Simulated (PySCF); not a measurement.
Gas-phase reaction: 2 NbCl5 + O2 ⇌ 2 NbOCl3 + 2 Cl2

Computed with PySCF (xtb for GFN2) and rigid-rotor harmonic-oscillator thermochemistry at 1 bar. † marks an energy on the PBE0/def2-TZVP geometry and frequencies; other levels use their own. Open shells (unrestricted): O2 (multiplicity 3); the rest are closed-shell singlets. GFN2 has no spin-polarisation term. B3LYP is the form with VWN-RPA correlation. Nb: scalar-relativistic def2 core potential, no spin-orbit coupling.

ωB97M-V/def2-TZVP† gives ΔH°(298 K) = -79 kJ.

**Question.** What do B3LYP/def2-TZVP†, GFN2-xTB, M06-2X/def2-TZVP† give?

**Answer.** B3LYP/def2-TZVP†: -84 kJ; GFN2-xTB: -44 kJ; M06-2X/def2-TZVP†: -80 kJ. For scale, ΔH°(298 K) is -79 kJ at this level, -78 kJ at ωB97X-V/def2-TZVP†, and runs from -139 to 27 kJ over the 17 levels computed.
